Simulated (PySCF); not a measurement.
Correlation energy of Cu(11+) (copper, charge +11)

Starting occupation: [Ar]. All numbers are calculated (PySCF 2.14, X2C-1e with screened-nucleus spin-orbit coupling, Gaussian nucleus, in an even-tempered Gaussian basis (20 s from 0.76 bohr⁻², ratio 2.4; 14 p from 0.98 bohr⁻², ratio 2.4; 5 d from 6.3 bohr⁻², ratio 2.6; 4 f from 9.5 bohr⁻², ratio 2.6)). Frozen: 1s2; 16 electrons correlated; the 52 highest virtual spinors left out.

MP2 pair energies summed by pair of shells (mhartree):

```csv
pair,energy,share (%)
2p1/2-2p3/2,-82.75,14.0
2p3/2-2p3/2,-81.13,13.7
3p3/2-3p3/2,-73.23,12.4
3p1/2-3p3/2,-71.32,12.1
2p3/2-3p3/2,-40.52,6.9
2p3/2-2s1/2,-36.10,6.1
3p3/2-3s1/2,-24.13,4.1
2p3/2-3p1/2,-22.11,3.7
2p1/2-3p3/2,-21.25,3.6
2p1/2-2p1/2,-19.99,3.4
3p1/2-3p1/2,-19.39,3.3
2p1/2-2s1/2,-18.15,3.1
3p1/2-3s1/2,-12.23,2.1
2p3/2-3s1/2,-11.45,1.9
2s1/2-3p3/2,-11.42,1.9
2s1/2-2s1/2,-10.20,1.7
2p1/2-3p1/2,-9.44,1.6
3s1/2-3s1/2,-8.93,1.5
2s1/2-3p1/2,-5.88,1.0
2p1/2-3s1/2,-5.63,1.0
2s1/2-3s1/2,-4.88,0.8
```

Total MP2 correlation energy: -590.14 mhartree.
